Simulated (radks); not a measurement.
Results of a calculation; reference values are marked as such.
Lu II, configuration [Xe] 4f14 5d1 6s1 (not the ground configuration).

Level of theory: scalar-relativistic Kohn-Sham, r2SCAN, spin-unpolarised, spherical densities, finite nucleus; meta-GGA in the generalised Kohn-Sham scheme; Fermi nuclear charge, rms radius 5.37 fm (a radial shooting solver on a logarithmic mesh with Libxc functionals).

Energy parts (Ry):
part                       energy
total                 -29125.4376
kinetic                31817.6873
electron-nucleus      -71733.6563
Hartree                11391.4793
exchange-correlation    -600.9479

Orbitals (lengths in bohr, moments of r in powers of bohr; <r^-3> diverges for s and p1/2):
orbital  occ.  eigenvalue (Ry)       <r^4>  <r^-3>
1s          2        -4653.904   7.081e-07       -
2s          2        -794.4273   0.0001082       -
2p          6        -698.7638  0.00008359   16860
3s          2        -181.0994    0.004010       -
3p          6        -152.2499    0.004279    3711
3d         10        -117.5646    0.003340   483.2
4s          2        -36.82816     0.09679       -
4p          6        -27.32060      0.1288   839.8
4d         10        -14.85622      0.1982   92.73
5s          2         -5.10691       3.603       -
5p          6         -2.90163       7.621   105.7
4f         14         -1.20979       1.481   13.88
6s          1         -0.74019       256.8       -
5d          1         -0.56463       115.4   3.908

The highest occupied level is 5d at -7.682 eV. The density falls to 0.001 e/bohr^3 at r = 4.48 bohr. Summed over all electrons, <r^2> = 53.27 bohr^2, which gives a Langevin (diamagnetic) susceptibility term of -42.2 x 10^-6 cm^3/mol.
